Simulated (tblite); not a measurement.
Problem. What does the GFN2-xTB structure of InChI=1S/C4H7Cl3F2Si/c1-2-3(8,10-9)4(5,6)7/h2,10H2,1H3/t3-/m1/s1 look like in three dimensions?

Solution. 
Z-matrix in Å and degrees, rows numbered from 1:
```
C 
C   1  1.5242
C   2  1.5303  1  111.73
F   3  1.3955  2  107.54  1   -59.09
Si  3  1.9394  2  113.28  1    59.32
F   5  1.6086  3  105.38  2    26.94
C   3  1.5229  2  111.71  1  -175.18
Cl  7  1.7796  3  110.21  2   170.23
Cl  7  1.7716  3  108.32  2   -71.20
Cl  7  1.7812  3  113.83  2    49.82
H   1  1.0869  2  109.58  3   173.60
H   1  1.0874  2  111.16  3   -66.60
H   1  1.0871  2  110.21  3    54.31
H   2  1.0902  1  110.19  3   120.65
H   2  1.0921  1  108.91  3  -120.30
H   5  1.4467  3  113.56  2   142.01
H   5  1.4505  3  106.94  2   -87.25
```

Si5 (fluorine-bound silicon) is distorted tetrahedral (angles from 105.4° to 117.1°). Of the pairs four or more bonds apart, Si5···H12 is among the closest relative to their van der Waals radii: 2.89 Å, 87 % of the sum of Bondi's values.

Computed geometry: GFN2-xTB, gas phase.

Point group: C1 (no symmetry element, even within 0.4 Å). Its GFN2-xTB frequencies are all real (lowest 50 cm⁻¹). The numbers are those of one conformer (C1–C2–C3–F4 -59°, C2–C3–Si5–F6 27°).

Hardware: one thread, Arm Neoverse V1 (aarch64), on a shared host. Cost: 0.83 s of wall time. These figures are those of the optimisation.
